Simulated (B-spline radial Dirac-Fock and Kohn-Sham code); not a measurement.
## Relativistic shifts of the levels of Ag³³⁺

System: silver as Ag³³⁺, configuration [Ne] 3s2 3p2.

Both columns are ΔSCF binding energies of the configuration average from a radial finite-basis atomic code: non-relativistic Hartree-Fock with a point nucleus, and Dirac-Fock with a finite nucleus and the Coulomb interaction alone, averaged over the two j levels with weights 2j+1.

```csv
shell,Hartree-Fock (eV),Dirac-Fock (eV),shift (eV),shift (%)
1s,26674.8,27485.0,+810.18,+3.04
2s,5405.5,5615.9,+210.40,+3.89
2p,5156.8,5224.9,+68.10,+1.32
3s,2100.9,2161.5,+60.60,+2.88
3p,2023.8,2049.0,+25.17,+1.24
```

Relativity binds 1s, 2s, 2p, 3s, 3p more strongly, among those listed most of all 2s in relative terms.

Values without a named source are computed, but for edge energies of neutral atoms, which are taken from tables.
